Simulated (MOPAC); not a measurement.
MOPAC input (AM1):

```
AM1 1SCF CHARGE=-1 GEO-OK AUX(PRECISION=9) THREADS=1
CH4N

C    -0.57153523 1    0.14375636 1    0.12078110 1
N     0.73489764 1   -0.28738991 1   -0.23340796 1
H    -0.87698954 1    0.12027364 1    1.22000294 1
H    -1.32437512 1   -0.51032725 1   -0.36254457 1
H    -0.90475479 1    1.19114357 1   -0.18595523 1
H     1.39104735 1    0.34810127 1    0.23766597 1
```

Problem. What heat of formation does the run end on, and which ionisation energy by Koopmans theorem?

Solution. 35.22 kcal/mol; 0.60 eV.
